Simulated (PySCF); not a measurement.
The numbers are results of PySCF with PBE-D3(BJ)/def2-TZVP // PBE0-D3(BJ)/def2-SVP, not measurements. Gas-phase values, no solvent. One relaxed conformer stands for a flexible species; it need not be the lowest. Excitations are Tamm–Dancoff values on a coarser integration grid. The basis has no diffuse functions, so Rydberg states are missing or too high.

Reference species (SMILES): `O1[SiH2][SiH2][SiH2][SiH2][SiH2]1` (neutral, multiplicity 1).

| Item | Result |
|---|---|
| HOMO–LUMO gap | 4.54 eV |
| S1–T1 gap (TDA) | 0.44 eV |
| HOMO | -6.38 eV |
| T1 excitation (TDA) | 4.31 eV |

Changed species: `[SiH2]1[SnH2][SiH2][SiH2][SiH2][SiH2]1` (a SiH2 unit replaced by SnH2; the reference has a SiH2 unit replaced by OH0).

**Question.** What does the change do to the HOMO–LUMO gap, S1–T1 gap (TDA), HOMO and T1 excitation (TDA)?

**Answer.** the HOMO–LUMO gap increases by 0.38 eV, to 4.92 eV; the S1–T1 gap (TDA) decreases by 0.09 eV, to 0.35 eV; the HOMO falls by 0.15 eV, to -6.53 eV; the T1 excitation (TDA) goes up by 0.44 eV, to 4.75 eV.
